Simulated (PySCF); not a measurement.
Solvent effects on NMR parameters

Geometry:
| atom | x (Å) | y (Å) | z (Å) |
| --- | --- | --- | --- |
| C1 | 2.543 | 0.233 | 0.080 |
| Si2 | 0.819 | -0.293 | 0.592 |
| C3 | -0.198 | -1.059 | -0.809 |
| C4 | -1.686 | -0.737 | -0.563 |
| Si5 | -1.792 | 1.003 | 0.177 |
| N6 | -0.229 | 1.062 | 0.948 |
| H7 | 3.152 | -0.642 | -0.199 |
| H8 | 3.065 | 0.749 | 0.902 |
| H9 | 2.502 | 0.918 | -0.781 |
| H10 | 0.951 | -1.235 | 1.756 |
| H11 | 0.143 | -0.587 | -1.747 |
| H12 | -0.022 | -2.141 | -0.924 |
| H13 | -2.296 | -0.850 | -1.474 |
| H14 | -2.107 | -1.433 | 0.182 |
| H15 | -2.931 | 1.154 | 1.138 |
| H16 | -1.973 | 2.069 | -0.865 |
| H17 | 0.045 | 1.814 | 1.569 |

GIAO PBE0/pcSseg-1 in PySCF on one PBE0-D3(BJ)/def2-SVP conformer, non-relativistic, equivalent nuclei averaged. Solvents enter as an IEF-PCM continuum (cyclohexane with ε = 2.0, dichloromethane with ε = 8.9) around the gas-phase geometry. Shifts are referred to TMS computed in the same medium.

Gas phase, δ in ppm: C3 9.9, C4 6.4, C1 0.7, Si2 2.7, Si5 -20.7, H10 4.93, H15 4.88, H16 4.86, H13 1.06, H12 1.06, H14 0.97, H11 0.54, H7/H8/H9 0.22, H17 -0.16. Dipole moment 0.73 D.

**Question.** How does each δ change in the continuum?

**Answer.** 
| atoms | environment | Δδ, cyclohexane | Δδ, dichloromethane |
| --- | --- | --- | --- |
| C3 | sp3 CH2 bonded to Si | +0.1 | +0.4 |
| C4 | sp3 CH2 bonded to Si | +0.6 | +1.0 |
| C1 | methyl carbon bonded to Si | +0.3 | +0.4 |
| Si2 | silicon bonded to 2 C, N, H, in a 5-membered ring | +0.2 | +0.5 |
| Si5 | silicon bonded to C, N, 2 H, in a 5-membered ring | 0.0 | 0.0 |
| H10 | hydrogen on a silicon bonded to 2 C, N, in a 5-membered ring | -0.05 | -0.14 |
| H15 | hydrogen on a silicon bonded to C, N, in a 5-membered ring | -0.03 | -0.09 |
| H16 | hydrogen on a silicon bonded to C, N, in a 5-membered ring | -0.07 | -0.13 |
| H13 | hydrogen on an sp3 CH2 bonded to Si | +0.01 | +0.03 |
| H12 | hydrogen on an sp3 CH2 bonded to Si | +0.04 | +0.06 |
| H14 | hydrogen on an sp3 CH2 bonded to Si | 0.00 | +0.02 |
| H11 | hydrogen on an sp3 CH2 bonded to Si | +0.04 | +0.09 |
| H7/H8/H9 | hydrogen on a methyl carbon bonded to Si | +0.02 | +0.04 |
| H17 | hydrogen on a nitrogen bonded to 2 Si, in a 5-membered ring | +0.26 | +0.54 |

Changes are relative to the gas phase. The dipole moment becomes 0.76 D in cyclohexane, 0.85 D in dichloromethane.

**Question.** Which of the listed nuclei move most (in ppm), and what does the model miss? (N and O are left out, as their reference compounds move with the solvent too.)

**Answer.** C4 (sp3 CH2 bonded to Si, +1.0 ppm) in dichloromethane. A continuum only polarises the solute; specific hydrogen bonds, the anisotropy of aromatic solvents and changes of geometry or conformer are outside it.
